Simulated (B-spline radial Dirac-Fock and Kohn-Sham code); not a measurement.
## Energy-loss ionisation edge K of Ne

System: atomic neon in the configuration 1s2 2s2 2p6. The computed values come from a B-spline atomic structure program: the first Born approximation with generalised oscillator strengths from a Dirac-Hartree-Slater potential (longitudinal and transverse terms; continuum final states only, so no white lines or fine structure). The edge is taken at 870.2 eV (tabulated value).

Input of the calculation (task.json; shells as n, l, electrons):

```json
{"items": [{
  "Z": 10,
  "q": 0,
  "cfg": [[1, 0, 2], [2, 0, 2], [2, 1, 6]],
  "A": 20,
  "rrms": 3.0055,
  "do": "eels",
  "beams": [[60, 5], [60, 100], [80, 10], [80, 50], [100, 5], [100, 10], [100, 100], [120, 5], [120, 10], [120, 100], [200, 5], [300, 20], [300, 50], [300, 100]],
  "edges": {"K": 870.2}
}]}
```

Run with: `python xray2_run.py task.json out`

Partial cross sections σ(β, Δ) in barn, integrated over a window Δ above the edge and up to the collection semi-angle β, for parallel illumination:

```
E₀ (kV)  β (mrad)  Δ = 25 eV  Δ = 50 eV  Δ = 100 eV  Δ = 200 eV  Δ = 300 eV
     60         5       34.6       66.3         119         191         235
     60       100        423        830        1570        2720        3560
     80        10        108        208         380         623         779
     80        50        313        611        1140        1960        2530
    100         5       49.8       95.6         173         280         347
    100        10        113        218         401         661         830
    100       100        318        626        1180        2060        2710
    120         5          ?          ?           ?           ?           ?
    120        10        116        225         413         685         863
    120       100        289        568        1070        1870        2460
    200         5       70.0        135         248         408         512
    300        20        162        316         591        1010        1300
    300        50        190        373         705        1220        1600
    300       100        193        380         719        1250        1650
```

Task: Give the row for 120 kV and 5 mrad.

Result: 55.3 b for 25 eV, 106 b for 50 eV, 194 b for 100 eV, 314 b for 200 eV, 390 b for 300 eV.
